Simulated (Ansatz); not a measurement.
H$_{2}$Cl$_{3}$NTi, charge -1, doublet, at a GFN2-xTB geometry (such geometries of metal compounds can be far from the true shape) (the multiplicity is a formal guess) (a gas-phase anion, which may not be bound at this level); Ansatz (an electronic-structure program) with B3LYP5/def2-SVP.

Ansatz was given this input:
Ansatz 0.2 input:
```yaml
crystal:
  periodic: [false, false, false]
  atoms:
    - {symbol: Ti, position_ang: [-0.15288169, -0.24068994, -0.02732358]}
    - {symbol: Cl, position_ang: [1.91035049, -0.29612671, -0.87734476]}
    - {symbol: Cl, position_ang: [0.11854514, 0.21846428, 2.13778267]}
    - {symbol: Cl, position_ang: [-1.19203690, 1.40776354, -1.11091908]}
    - {symbol: N, position_ang: [-1.13394003, -1.81277230, -0.20506932]}
    - {symbol: H, position_ang: [-0.84108855, -2.68133374, -0.65358968]}
    - {symbol: H, position_ang: [-2.08453266, -1.94580049, 0.14837338]}
basis:
  gaussian:
    orbitals: def2-SVP
hamiltonian:
  xc: b3lyp5
total_charge: -1
magnetization: {spin_polarized: true, initial_magnetization: 1}
```

What the program printed (banner, timings and long lists left out):

```
Functional definition: B3LYP5
1071 factors; integrals over basis functions are off by at most 1.1e-3 eV
mean field evaluation 1: about -62186.2147 eV, gradient 3.3e1 eV
mean field evaluation 2: about -62151.6533 eV, gradient 9.3e1 eV
mean field evaluation 4: about -62190.2282 eV, gradient 1.0e1 eV
mean field evaluation 8: about -62190.9155 eV, gradient 4.8e-1 eV
mean field evaluation 16: about -62190.9210 eV, gradient 1.5e-2 eV
mean field evaluation 32: about -62190.9210 eV, gradient 1.1e-4 eV
mean field -62190.92104711 eV, -2285.4741939609 hartree, gradient 1.4e-5 eV, S^2 0.752888; 6 other end points of the search recorded, 0 dependent functions left out
reference -62190.92139682 eV, -2285.4742068125 hartree; 42, 41 occupied and 67, 68 virtual orbitals, 1071 factors
Total energy: -62190.92139682 eV, -2285.4742068125 hartree
```
